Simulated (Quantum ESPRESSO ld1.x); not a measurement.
Input file for ld1.x (Quantum ESPRESSO 7.5):

```
 &input
    atom='Mo',
    iswitch=1,
    rel=1,
    lsd=1,
    dft='PZ',
    config='[Ar] 3d10 4s0 4p0',
    verbosity='high',
    prefix='ld1',
    max_out_wfc=37,
    file_charge='ld1.rho',
 /
```

Command: `OMP_NUM_THREADS=1 ld1.x < ld1.in > ld1.out`

It prints (banner and zero overlaps left out):

```
     Program LD1 v.7.5 starts

     --------------------------- All-electron run ----------------------------

     scalar relativistic calculation

     atomic number is 42.00
     dft =PZ   lsd =1 sic =0 latt =0  beta=0.20 tr2=1.0E-14
     Exchange-correlation= PZ
                           (   1   1   0   0   0   0   0)
     mesh =2043 r(mesh) =  99.31835 a.u. xmin = -8.00 dx = 0.00800
     1 Ry =  13.60569312 eV, c = 137.03599908

     n l     nl                  e(Ry)          e(Ha)          e(eV)
     1 0     1S 1( 1.00)   -1478.269904927    -739.134952463 -20112.8866794
     2 0     2S 1( 1.00)    -228.251932724    -114.125966362  -3105.5257514
     2 1     2P 1( 3.00)    -206.688207377    -103.344103688  -2812.1363217
     3 0     3S 1( 1.00)     -56.751545988     -28.375772994   -772.1441190
     3 1     3P 1( 3.00)     -49.648111748     -24.824055874   -675.4969726
     3 2     3D 1( 5.00)     -38.098821789     -19.049410895   -518.3608776
     4 0     4S 1( 0.00)     -23.147737758     -11.573868879   -314.9410164
     4 1     4P 1( 0.00)     -20.771806480     -10.385903240   -282.6148246
     1 0     1S 2( 1.00)   -1478.269904927    -739.134952463 -20112.8866794
     2 0     2S 2( 1.00)    -228.251932724    -114.125966362  -3105.5257514
     2 1     2P 2( 3.00)    -206.688207377    -103.344103688  -2812.1363217
     3 0     3S 2( 1.00)     -56.751545988     -28.375772994   -772.1441190
     3 1     3P 2( 3.00)     -49.648111748     -24.824055874   -675.4969726
     3 2     3D 2( 5.00)     -38.098821789     -19.049410895   -518.3608776
     4 0     4S 2( 0.00)     -23.147737758     -11.573868879   -314.9410164
     4 1     4P 2( 0.00)     -20.771806480     -10.385903240   -282.6148246

     final scf error:  3.2E-15 reached in  14 iterations

     Etot =   -7952.179809 Ry,   -3976.089905 Ha, -108194.918141 eV
     Total magnetization:    0.00 Bohr mag.

     Ekin =    8200.961556 Ry,    4100.480778 Ha,  111579.766246 eV
     Encl =  -18512.045636 Ry,   -9256.022818 Ha, -251869.212005 eV
     Eh   =    2578.264059 Ry,    1289.132029 Ha,   35079.069574 eV
     Exc  =    -219.359788 Ry,    -109.679894 Ha,   -2984.541958 eV
```

Run on one thread of a shared host, so times are rough (Intel(R) Xeon(R) Processor @ 2.60GHz): 0.71 s of CPU time, 0.74 s wall, 14 iterations on 2043 mesh points.
